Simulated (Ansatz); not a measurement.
Geometry optimisation, Ansatz 0.2.0, RHF/def2-SVP.

The input (input.yaml):

```yaml
crystal:
  periodic: [false, false, false]
  atoms:
    - { symbol: Hf, position_ang: [0.0, 0.0, 0.0] }
    - { symbol: F, position_ang: [0.0, 0.0, 2.33] }
    - { symbol: Cl, position_ang: [2.3764, 0.0, -0.8392] }
    - { symbol: Cl, position_ang: [-1.1869, 2.0563, -0.8392] }
    - { symbol: Cl, position_ang: [-1.1869, -2.0563, -0.8392] }
    - { symbol: "N", position_ang: [-2.382, 0.0, 0.7915] }
    - { symbol: H, position_ang: [-3.102, -0.6071, 0.3052] }
    - { symbol: H, position_ang: [-2.6678, 0.6071, 1.612] }
    - { symbol: H, position_ang: [-1.3611, 0.0, 1.9863] }
basis:
  gaussian: { orbitals: def2-SVP }
hamiltonian:
  xc: hf
relax:
  f_tol: 0.15
  max_steps: 25
  restrain:
    - { distance: [0, 5], at: 2.21, k: 30.0 }
    - { distance: [8, 1], at: 0.92, k: 30.0 }
    - { distance: [0, 1], at: 3.18, k: 30.0 }
    - { distance: [8, 5], at: 2.26, k: 30.0 }
```

Launched with:

```bash
$ ansatz run input.yaml --threads 2 --pin off --max-ram 3072MiB --backend cpu --events-out ev --progress --plain --runs-dir out
```

Question: Where does it end, and by what steps?

Answer: It converged. The restraints hold the end off the free minimum; the threshold counts their pulls, which the force column leaves out. Restrained pairs: Hf1–N6 (2.51 → 2.15 Å), F2–H9 (1.40 → 0.91 Å), Hf1–F2 (2.33 → 3.18 Å), N6–H9 (1.57 → 2.25 Å). After 21 steps the energy has fallen by 4.314 eV (the restraints' own energy left out); Cl5 moved furthest, 1.82 Å.

```
step  energy less start (eV)  largest force component (eV/Å)  accepted
   0                  0.0000                           4.158       yes
   1                 -0.3049                           4.345       yes
   2                 -1.1445                           3.082       yes
   3                 -2.0369                           2.365       yes
   4                 -3.0170                           1.546       yes
   5                 -3.4521                           1.595       yes
   6                 -3.8006                           1.192       yes
   7                 -3.9682                           1.366       yes
   8                 -4.0516                           1.381       yes
   9                 -4.0747                           1.396       yes
  10                 -4.0943                           1.435       yes
  11                 -4.1183                           1.434       yes
  12                 -4.1622                           1.399       yes
  13                 -4.1687                           1.937        no
  14                 -4.2097                           1.319       yes
  15                 -4.2401                           1.333       yes
  16                 -4.2706                           1.372       yes
  17                 -4.2664                           1.226        no
  18                 -4.2848                           1.390       yes
  19                 -4.2959                           1.391       yes
  20                 -4.2934                           1.420       yes
  21                 -4.3142                           1.377       yes
```

```xyz
9
Properties=species:S:1:pos:R:3
Hf -0.628 -0.078 -0.486
F -0.094 1.150 2.393
Cl 1.407 -1.125 0.126
Cl -0.543 2.222 -1.031
Cl -1.346 -1.205 -2.437
N -2.139 -0.426 1.000
H -2.371 -1.346 1.337
H -2.951 0.161 1.102
H -0.845 0.646 2.502
```

The run took 62 s on 2 threads of Arm Neoverse V1 (shared host), peak memory 0.33 GiB.
